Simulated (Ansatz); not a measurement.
Q: Name a neutral molecule of C, O, Si, Te and H with HOMO–LUMO gap (ωB97M-V/def2-TZVPP) between 9.00 and 9.30 eV and HOMO–LUMO gap (PBE0/def2-TZVPP) between 4.95 and 5.25 eV (Ansatz, PBE0-D4/def2-TZVP geometry).

A: `O[SiH]1C[Te]1` (9.03 eV, 5.13 eV). Other molecules can fit too; these were computed, each in one conformer that needn't be the lowest.
